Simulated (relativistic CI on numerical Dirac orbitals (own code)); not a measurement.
**What each ingredient does to the levels of Lu²⁶⁺**

Base calculation: Dirac-Coulomb-Breit CI, separate exchange-only KLI orbitals for each configuration, model QED (radiative potential, 1s self-energy scaled to tabulated hydrogen-like ionisation energies), unscaled Slater integrals.

Configurations in the expansion (outside the closed core [Ar] 3d10): 4s2.4p6.4d9, 4s2.4p5.4d10, 4s2.4p6.4d8.4f, 4s.4p6.4d10, 4s2.4p5.4d9.4f, 4s.4p6.4d9.4f, 4s2.4p6.4d8.5s, 4s2.4p6.4d8.5p, 4s2.4p6.4d7.4f.5s, 4s2.4p6.4d8.5d, 4s2.4p5.4d9.5s, 4s2.4p6.4d7.5s.5p, 4s2.4p6.4d8.5f, 4s2.4p5.4d9.5p, 4s2.4p6.4d8.6s, 4s2.4p6.4d8.5g, 4s2.4p6.4d8.6p, 4s.4p6.4d8.4f.5s, 4p6.4d10.4f, 4s2.4p5.4d9.5d, 4s.4p6.4d9.5s, 4s2.4p6.4d8.6d, 4p6.4d9.4f2, 4p5.4d10.4f2, 4p6.4d8.4f3, 4p5.4d9.4f3, 4p6.4d8.4f2.5s, 4s2.4p6.4d7.5s2, 4s2.4p6.4d6.4f.5s2, 4s2.4p5.4d7.4f.5s2, 4s.4p6.4d7.4f.5s2. Double excitations out of closed p, d and f shells are left out; levels of such configurations are missing from the list, as are those of other unlisted configurations, and high levels can miss mixing partners. These lack a partner that the ground configuration has and come out too high: 4s2.4p6.4d8.5p, 4s2.4p6.4d8.5d, 4s2.4p5.4d9.5s, 4s2.4p6.4d8.5f, 4s2.4p5.4d9.5p.

Variants: (1) Breit term removed; (2) non-relativistic limit. Shifts of the energy above 4s2.4p6.4d9 2D_5/2, in cm⁻¹, for the lowest level and the first level of each name with at least 55 % of one term (blank where a level changes its place among those of its configuration and J or its character, or is not in the variant):

```csv
Level,Base,Δ(1),Δ(2)
4s2.4p6.4d9 2D_5/2,0,0,0
4s2.4p6.4d9 2D_3/2,104330,+2218,-104330
4s2.4p5.4d10 2P°_3/2,1325348,+4947,-128447
4s2.4p6.4d8.4f 4F°_7/2,1425723,+2664,-27368
4s2.4p6.4d8.4f 4F°_9/2,1443940,+3420,-45585
4s2.4p6.4d8.4f 4I°_15/2,1461526,+4519,-25797
4s2.4p6.4d8.4f 4H°_13/2,1475410,+4221,-32501
4s2.4p6.4d8.4f 4G°_7/2,1524774,+3756,
4s2.4p6.4d8.4f 2D°_5/2,1574715,+4903,
4s2.4p6.4d8.4f 2F°_7/2,1589914,,
4s2.4p6.4d8.4f 2K°_15/2,1590386,+7057,-117431
4s2.4p6.4d8.4f 4D°_5/2,1622359,+4812,
4s2.4p6.4d8.4f 2I°_11/2,1633445,+5231,
```

At this charge energies of transitions that change n are usually good to better than 1 %, and those within a shell (Δn = 0) to a few per cent.

Ionisation energy from the two ground configurations alone: base 984.773 eV; Breit term removed 985.137 eV. The NIST ASD value (theoretical) is 985 eV.

LS names give the leading component of a level, which can be under half, so a name can repeat, a term be missing and a line seem to break the LS rules.
